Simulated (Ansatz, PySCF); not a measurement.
The pair A = NH3 (SMILES N) (first 4 atoms), B = HI (SMILES I); geometry from B3LYP-D3(BJ)/def2-TZVP.
(charge 0, multiplicity 1):
| atom | x (Å) | y (Å) | z (Å) |
|---|---|---|---|
| N | -0.0803 | -0.0838 | 0.5171 |
| H | 0.1505 | -0.9682 | 0.0788 |
| H | -1.0025 | 0.2049 | 0.2112 |
| H | 0.5961 | 0.6136 | 0.2282 |
| I | -0.0320 | -0.4129 | 3.8603 |
| H | -0.0567 | -0.2442 | 2.1463 |

Correlated levels freeze the cores. Filled d and f shells under p-block atoms count as core. CBS(a, b) extrapolates the correlation energy as X⁻³ and adds the Hartree–Fock energy of set b. MP2 and its Hartree–Fock in def2-QZVPPD are density fitted.

Codes used: Ansatz (Gaussian orbitals); PySCF for the dispersion terms. Each number belongs to the level named beside it. In def2 rows elements past Kr take small-core potentials, without spin–orbit coupling.

The monomers are drawn apart, rigid, along the line of their centres of mass. Counterpoise-corrected interaction energies (kcal/mol):

```csv
level,R = 4.062 Å,R = 4.717 Å
PBE/def2-TZVPPD,-6.2898,-2.9347
PBE-D3(BJ)/def2-TZVPPD,-6.9028,-3.2634
wB97M-V/def2-TZVPPD,-5.3859,-2.7626
"MP2/CBS(def2-TZVPPD, def2-QZVPPD) + ΔCCSD(T)/def2-TZVPPD",-5.1431,-2.7109
```

**Question.** R is the distance of the centres of mass. Find the local exponent m of E ∝ R⁻ᵐ between the two points.

**Answer.** 
m = ln(E₁/E₂)/ln(R₂/R₁): PBE/def2-TZVPPD 5.1; PBE-D3(BJ)/def2-TZVPPD 5.0; wB97M-V/def2-TZVPPD 4.5; MP2/CBS(def2-TZVPPD, def2-QZVPPD) + ΔCCSD(T)/def2-TZVPPD 4.3. For scale, two fixed dipoles give m = 3, dipole and quadrupole 4, quadrupoles 5, and dispersion or dipole-induced dipole 6 at long range; at these distances several terms mix, and what is left of overlap and damping shifts m, so it need not match one of them.

Ansatz is a quantum-chemistry and plane-wave program.
